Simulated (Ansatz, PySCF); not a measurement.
Species: CH₂I, charge 0, doublet. CH2I (SMILES [CH2]I, doublet).
B3LYP-D3(BJ)/def2-TZVP minimum from Ansatz (a program for electronic structure):
```xyz
4

C     -1.3014    -1.1848     0.0432
I      0.2107     0.1918    -0.0070
H     -1.6801    -1.4924     1.0033
H     -1.6775    -1.5644    -0.8918
```
Charge 0, spin multiplicity 2.

Atomisation energy term by term, kcal/mol (programs: Ansatz). Radicals and triplets start from unrestricted determinants; spin-orbit coupling is neglected. Cores are frozen in correlated methods (noble-gas shells, and filled d and f shells in the p block). Past Kr the def2 sets carry scalar-relativistic core potentials. CBS(X,Y): correlation extrapolated as X^-3, Hartree-Fock from the larger set. A bracket is a step between two methods taken in the basis named. Where a partner has so few electrons that a lower coupled-cluster level is exact, that level stands in. Spin-orbit terms, left out, reach several kcal/mol for Br and I, and more for heavier atoms.

| term | basis | kcal/mol |
|---|---|---|
| Hartree-Fock | def2-QZVPP | 192.08 |
| CCSD correlation | CBS(def2-TZVPP,def2-QZVPP) | 67.09 |
| (T) | CBS(def2-TZVPP,def2-QZVPP) | 4.77 |
| CCSDT(Q) - CCSD(T) | def2-TZVPP | 0.32 |
| CCSDTQ - CCSDT(Q) | def2-SVP | -0.03 |
| minus zero-point energy | Hessian by PySCF at B3LYP-D3(BJ)/def2-TZVP | -13.58 |
| sum: D0 |  | 250.6 |

The step beyond CCSD(T) by other levels: CCSDTQ in def2-SVP 0.33; CCSDT(Q) in def2-SVP 0.36 kcal/mol.
